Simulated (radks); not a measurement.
The numbers below are computed, except where a source is named.
Initial-state core-level shifts of the silicon ion Si+ when its valence configuration changes from [Ne] 3s2 3p1. Code: a radial shooting solver on a logarithmic mesh with Libxc functionals. Model: scalar-relativistic Kohn-Sham, PBE, spin-polarised, spherical densities, point nucleus; open shells are filled with parallel spins first. Shifts are changes of the shell-averaged eigenvalues in eV (positive: less bound).

| valence | 1s | 2s | 2p |
|---|---|---|---|
| 3s1 3p2 | -1.048 | -1.062 | -1.045 |
| 3s1.5 3p1.5 | -0.607 | -0.603 | -0.596 |
| 3p3 | -2.613 | -2.590 | -2.559 |
| 3s0.5 3p2.5 | -1.837 | -1.832 | -1.808 |
